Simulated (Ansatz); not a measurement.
Ansatz (a quantum-chemistry and plane-wave program) input (r2SCAN/def2-TZVPD):

Ansatz 0.2 input:
```yaml
crystal:
  periodic: [false, false, false]
  atoms:
    - {symbol: F, position_ang: [-0.98442786, 1.63566598, 0.06232469]}
    - {symbol: Ga, position_ang: [-0.29095204, 0.04198609, 0.00467305]}
    - {symbol: F, position_ang: [-1.40806345, -1.29041543, -0.02389830]}
    - {symbol: Cl, position_ang: [1.79717264, -0.25934257, -0.02886483]}
basis:
  gaussian:
    orbitals: def2-TZVPD
hamiltonian:
  xc: {name: r2SCAN}
magnetization: {spin_polarized: true, initial_magnetization: 2}
```

End of the output:

```
integrals: 0.12 GiB planned
1050 factors; their error is unknown
0.28 GiB of the device are held for the grids
1.00 GiB of device memory are held for the factors and their scratch space
mean field: 0.85 GiB planned
mean field evaluation 1: about -70324.7640 eV, gradient 4.6e1 eV
mean field evaluation 2: about -70226.2142 eV, gradient 1.7e2 eV
mean field evaluation 4: about -70326.3291 eV, gradient 3.1e1 eV
mean field evaluation 8: about -70331.4182 eV, gradient 9.5e0 eV
mean field evaluation 16: about -70331.8580 eV, gradient 3.7e-2 eV
mean field evaluation 32: about -70331.8580 eV, gradient 7.6e-5 eV
mean field evaluation 64: about -70331.7740 eV, gradient 1.1e-2 eV
mean field evaluation 96: about -70331.7827 eV, gradient 1.0e-1 eV
mean field evaluation 128: about -70331.6927 eV, gradient 4.1e-1 eV
mean field -70331.85803799 eV, -2584.6481102506 hartree, gradient 7.3e-6 eV, S^2 2.006379; 7 other end points of the search recorded, 0 dependent functions left out
reference -70331.85807513 eV, -2584.6481116153 hartree; 34, 32 occupied and 146, 148 virtual orbitals, 1050 factors
Total energy: -70331.85807513 eV, -2584.6481116153 hartree
```

This state (charge 0, triplet) is run at the relaxed geometry of the species with charge 0 and multiplicity 1, and is a spin state other than that species' own.
